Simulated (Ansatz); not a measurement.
Cost and result for the atomization energy of C2H6BFS (11 atoms, 11 bonds).

```tsv
atom	x (Å)	y (Å)	z (Å)
B1	-0.6555	0.7345	0.9884
C2	-0.0078	-0.3647	0.1139
C3	1.3208	-0.2731	-0.5620
F4	-0.3494	-1.6657	0.3180
S5	-1.3818	0.4952	-0.9305
H6	-1.4903	0.4317	1.7851
H7	-0.1068	1.7968	1.0185
H8	2.0857	-0.6023	0.1467
H9	1.3666	-0.9077	-1.4490
H10	1.5374	0.7585	-0.8393
H11	-2.3189	-0.4031	-0.5899
```

Charge 0, multiplicity 1. The bonds changed during the relaxation, so this is another structure than the one it started from. All single points use the PBE0-D4/def2-TZVP geometry. It is one conformer, not always the lowest. Program: Ansatz. All runs use 4 threads of an Arm Neoverse V1 on a shared host. Times are those of one run each, without the atoms' runs, and a repeat can differ threefold. Electronic energies, without spin–orbit coupling; frozen cores. CCSD(T)/CBS adds CCSD(T) − MP2 in def2-TZVPP to the MP2 limit, and its time is that of the two runs behind it. T1 = 0.012. B3LYP takes the VWN-RPA correlation (the form of Gaussian; ORCA's B3LYP/G).

CCSD(T)/CBS is a level of theory with its own doubt, some kJ/mol a heavy atom from the limit and from the frozen cores, so smaller differences don't rank the functionals.

```json
{"level": "PBE-D4/def2-TZVPP (with forces)", "functions": "250", "wall time": "2.5 s"}
{"level": "PBE0-D4/def2-TZVPP", "functions": "250", "wall time": "2.8 s"}
{"level": "B3LYP-D4/def2-TZVPP (with forces)", "functions": "250", "wall time": "4.4 s"}
{"level": "r2SCAN-D4/def2-TZVPP (with forces)", "functions": "250", "wall time": "4.7 s"}
{"level": "B2PLYP/def2-TZVPP", "functions": "250", "wall time": "5.5 s"}
{"level": "ωB97X-V/def2-TZVPP", "functions": "250", "wall time": "7.5 s"}
{"level": "ωB97M-V/def2-TZVPP (with forces)", "functions": "250", "wall time": "11 s"}
{"level": "MP2/def2-QZVPP", "functions": "478", "wall time": "21 s"}
{"level": "CCSD(T)/def2-TZVPP", "functions": "250", "wall time": "2.3 min"}
{"level": "CCSD(T)/CBS(def2)", "functions": "–", "wall time": "2.7 min"}
```

Question: What atomization energy does each give, and how far from CCSD(T)/CBS? (Best estimate.)

Answer: The calculation gave: 
| level | atomization (kcal/mol) | difference from CCSD(T)/CBS | per bond |
| --- | --- | --- | --- |
| PBE-D4/def2-TZVPP (with forces) | 985.0 | 29.4 | 2.7 |
| PBE0-D4/def2-TZVPP | 966.9 | 11.3 | 1.0 |
| B3LYP-D4/def2-TZVPP (with forces) | 958.6 | 3.0 | 0.3 |
| r2SCAN-D4/def2-TZVPP (with forces) | 967.4 | 11.8 | 1.1 |
| B2PLYP/def2-TZVPP | 947.8 | -7.8 | -0.7 |
| ωB97X-V/def2-TZVPP | 961.4 | 5.8 | 0.5 |
| ωB97M-V/def2-TZVPP (with forces) | 964.3 | 8.7 | 0.8 |
| MP2/def2-QZVPP | 963.3 | 7.7 | 0.7 |
| CCSD(T)/def2-TZVPP | 932.7 | -22.9 | -2.1 |
| CCSD(T)/CBS(def2) | 955.6 | 0.0 | 0.0 |

From PBE to PBE0 (25 % exact exchange), in def2-TZVPP and without D4, the atomization energy moves by −17.2 kcal/mol: exact exchange takes away binding that semilocal exchange gives to molecules. In def2-TZVPP, CCSD(T) changes the Hartree–Fock value by +231.1 kcal/mol (the triples alone add +15.5 kcal/mol) and MP2 by +248.4 kcal/mol; breaking electron pairs costs correlation energy, which Hartree–Fock lacks. The D4 term adds +8.7 kcal/mol with B3LYP and +4.5 kcal/mol with PBE0; it sums over pairs of atoms, weighted by their polarisabilities, and B3LYP, whose exchange is more repulsive, gets the larger term.
